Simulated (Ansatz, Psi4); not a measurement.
# Exact exchange and the HOMO–LUMO gap of SnH4

SnH4 has 5 atoms, charge 0, and is taken as a singlet. As SMILES, `[SnH4]`. The shape is that of a PBE0-D4/def2-TZVP optimisation.

The HOMO–LUMO gap y, in eV, basis def2-SVPD with a core potential; a is the functional's share of exact exchange. Programs: Ansatz 0.2.0, Psi4 1.11.

| functional | program | a | y (eV) |
| --- | --- | --- | --- |
| r2SCAN | Ansatz | 0 | 8.02 |
| PBE | Ansatz | 0 | 7.15 |
| TPSSh | Psi4 | 0.1 | 8.30 |
| B3LYP | Ansatz | 0.2 | ? |
| r2SCAN0 | Ansatz | 0.25 | 9.69 |
| PBE0 | Ansatz | 0.25 | 9.09 |
| BHLYP | Ansatz | 0.5 | 10.75 |

Problem. Fit y = c + s·a to the known rows and predict B3LYP.

Solution. 
1. Means of the 6 rows: a = 0.1833, y = 8.833.
2. Σ(Δa)² = 0.18333, Σ(Δa·Δy) = 1.1833, so the slope is 1.1833/0.18333 = 6.4545.
3. Intercept: 8.833 − (6.4545) × 0.1833 = 7.650. The largest residual of the fit is 0.50.
4. B3LYP: 7.650 + (6.4545) × 0.2 = 8.94 eV.

The run gave 8.59 eV, so the prediction is off by +0.35 eV, within the scatter of the fit. Exact exchange lowers occupied levels and raises empty ones. The rows mix families of semi-local functionals, which the line can't see.
